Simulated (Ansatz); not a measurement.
Program: Ansatz. Geometries: PBE0-D4/def2-TZVP. ΔE: electronic, gas phase. CCSD(T)/CBS is the MP2 limit (def2-TZVPP, def2-QZVPP) plus CCSD(T) − MP2 in def2-TZVPP, frozen cores. Elements past krypton have def2 core potentials. For I outer-core shells are correlated without core-valence functions, which leaves a few kJ/mol of doubt a bond. Each species was taken in one conformer, which may not be the lowest.

Consider the formal exchange of groups at the Si–C bond: `FC[SiH2][SiH3]` + `OI` → `O[SiH2][SiH3]` + `FCI`.

```
         species  CCSD(T)/CBS(def2) energy (Eh)
`FC[SiH2][SiH3]`                     -720.18634
            `OI`                     -373.17567
 `O[SiH2][SiH3]`                     -656.96789
           `FCI`                     -436.46970
```

(1) Work out ΔE.

Largest T1 diagnostic among the species: 0.012.

## Answers

(1) ΔE = (-656.96789) + (-436.46970) − (-720.18634) − (-373.17567) = -0.07558 Eh = -2.06 eV.

In def2-TZVPP, CCSD(T) changes the Hartree–Fock value by +0.19 eV (the triples alone add +0.03 eV) and MP2 by +0.05 eV. From PBE to PBE0 (25 % exact exchange), in def2-TZVPP and without D4, ΔE moves by −0.12 eV.
